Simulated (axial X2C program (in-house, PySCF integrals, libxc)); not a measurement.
**Bond lengths and stretching modes, held linear, of HZrF**

Computed with an axial X2C code built on PySCF integrals: two-component X2C with atomic mean-field Coulomb and Gaunt terms, Gaussian nuclei, basis H dyall-v3z, Zr dyall-v3z, F dyall-av3z with contracted cores. Spin-free rows use the one-electron spin-free X2C Hamiltonian.

Masses H 1.008, Zr 89.905, F 18.998 u. States: 2c Ω = 1 (beyond evenly filled blocks: ω = -1/2, ω = 3/2); spin-free M_S = 1, Λ = 2 (beyond evenly filled blocks: σα, δ+α).

HF, 2c: energies above the lowest point

```csv
r(H–Zr) (Å),r(Zr–F) (Å),E (meV)
1.9081,1.8876,87.62
1.9081,1.9360,25.14
1.9081,1.9844,18.24
1.9570,1.8876,59.81
1.9570,1.9360,2.37
1.9570,1.9844,0.00
1.9570,2.0328,41.37
2.0059,1.8876,54.73
2.0059,1.9360,1.98
2.0059,1.9844,3.81
2.0549,1.9360,20.76
2.0549,2.0328,75.19
```

Q: Fit a quadratic surface with cubic terms in each bond: where is the minimum, and what are the two stretching wavenumbers?

A: At HF, 2c: bonds 1.978 and 1.961 Å; harmonic stretches 597.7 and 1540.4 cm⁻¹; force constants 1.4, 3.36 and coupling 0.28 mdyn/Å.

The other levels and Hamiltonians give:

```csv
Hamiltonian,level,r(H–Zr) (Å),r(Zr–F) (Å),lower stretch (cm⁻¹),upper stretch (cm⁻¹)
2c,PBE0,1.956,1.939,601.3,1515.5
2c,PBE,1.961,1.948,586.4,1484.8
2c,MP2,1.946,1.945,602.3,1571.2
spin-free,PBE0,1.956,1.938,601.7,1517.0
spin-free,HF,1.977,1.960,598.3,1541.8
spin-free,PBE,1.960,1.948,586.8,1486.4
spin-free,MP2,1.946,1.945,602.9,1572.8
```

Each state is one determinant, the lowest of a limited PBE0 search; the stretches come from a fit to these few points and carry an uncertainty of a few per cent. Other orders of the atoms were not compared. MP2 freezes inner shells (threshold -2 hartree). The molecule was held linear; bending was not examined, so a bent shape may lie lower. Open-shell Ω = 0 determinants with evenly filled partner blocks cannot be reached by this program, so the Ω shown need not be the lowest component. Note: functional without a current term on a determinant with orbital currents, of the molecule or an atom. Note: several unpaired electrons, one determinant need not be a pure state.
